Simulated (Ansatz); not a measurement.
Reaction (redistribution): `N[Si](F)(F)F` + `[CH3][SnH]([F])[NH]C(C)(C)C` → `CC(C)(C)N[Si](F)(F)F` + `[CH3][SnH]([NH2])[F]`

Isolated molecules relaxed with PBE0-D4/def2-TZVP in Ansatz; ΔE leaves out vibrations. CBS: MP2 limit from def2 TZ/QZ plus the TZ coupled-cluster correction, frozen cores. This one scheme is used for every species. DFT in def2-TZVPP. def2 core potentials past Kr. For Sn outer-core shells are correlated without core-valence functions, which leaves a few kJ/mol of doubt a bond. Each species was taken in one conformer, which may not be the lowest.

**Question.** Is it downhill or uphill in electronic energy at CCSD(T)/CBS, and by how much? (An estimate is asked.)

**Answer.** Computed: Nearly level: ΔE = +0.8 kJ/mol.

**Question.** What do these levels give: PBE0-D4, CAM-B3LYP-D4, ωB97X-V, ωB97M-V, r2SCAN, CAM-B3LYP, LC-ωPBE, CCSD(T)/def2-SVP, MP2/def2-TZVPP, SCS-MP2/def2-TZVPP, HF/def2-QZVPP, MP2/CBS(def2)? (An estimate is asked.)

**Answer.** The calculation gave: PBE0-D4 -5.7, CAM-B3LYP-D4 -8.2, ωB97X-V -6.6, ωB97M-V -6.0, r2SCAN -5.5, CAM-B3LYP -9.4, LC-ωPBE -8.6, CCSD(T)/def2-SVP -3.3, MP2/def2-TZVPP 1.8, SCS-MP2/def2-TZVPP -0.4, HF/def2-QZVPP -9.9, MP2/CBS(def2) 3.3 kJ/mol.

Largest T1 diagnostic among the species: 0.013.

Leaving LDA and LC-ωPBE aside and taking each functional with its dispersion term where it has one, the values, not all of them listed here, spread over 5.1 kJ/mol, from CAM-B3LYP-D4 to B97M-V. In def2-TZVPP, CCSD(T) changes the Hartree–Fock value by +9.2 kJ/mol (the triples alone add +1.7 kJ/mol) and MP2 by +11.7 kJ/mol.
